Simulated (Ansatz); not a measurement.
Species: tribromoborane, BBr3, net charge 0, singlet state. SMILES: BrB(Br)Br
Geometry: optimised at B3LYP-D3(BJ)/def2-TZVP (Ansatz, an electronic-structure program).

Wanted: vertical triplet-singlet gap (E(triplet) - E(singlet); each state is the SCF solution reached for its spin; the molecule has degenerate orbitals, so one determinant may break the symmetry; for the triplet the Hartree-Fock reference is unstable and T1 is 0.015), in kcal/mol. Valence correlation only, unless marked. Open shells are spin-unrestricted. No spin-orbit coupling. Frozen are the shells of the preceding noble gas and the d and f shells that filled before the atom's block. Non-relativistic.  The program attaches cautions to a run behind CCSD/aug-cc-pVDZ: other roots. The program attaches cautions to a run behind CCSD/aug-cc-pVTZ: other roots. The program attaches cautions to a run behind CCSD(T)/aug-cc-pVDZ: other roots. The program attaches cautions to a run behind CCSD(T)/aug-cc-pVTZ: other roots.

| level | program | vertical triplet-singlet gap (kcal/mol) |
|---|---|---|
| HF/aug-cc-pVQZ | Ansatz | 113.7 |
| RI-HF/aug-cc-pVTZ | Ansatz | 113.8 |
| SVWN5/def2-TZVPD | Ansatz | 96.3 |
| PBE/def2-TZVPD | Ansatz | 93.9 |
| r2SCAN/def2-TZVPD | Ansatz | 97.1 |
| B3LYP/def2-TZVPD | Ansatz | 101.2 |
| PBE0/def2-TZVPD | Ansatz | 101.9 |
| BHLYP/def2-TZVPD | Ansatz | 110.8 |
| CAM-B3LYP/def2-TZVPD | Ansatz | 108.2 |
| wB97M-V/def2-TZVPD | Ansatz | 114.8 |
| wB97X-V/def2-TZVPD | Ansatz | 114.9 |
| B2PLYP/def2-TZVPD | Ansatz | 108.3 |
| RI-MP2/aug-cc-pVTZ | Ansatz | 126.3 |
| RI-MP2/aug-cc-pVQZ | Ansatz | 127.0 |
| CCSD/aug-cc-pVDZ | Ansatz | 117.0 |
| CCSD/aug-cc-pVTZ | Ansatz | 116.5 |
| CCSD(T)/aug-cc-pVDZ | Ansatz | 115.2 |
| CCSD(T)/aug-cc-pVTZ | Ansatz | 114.1 |
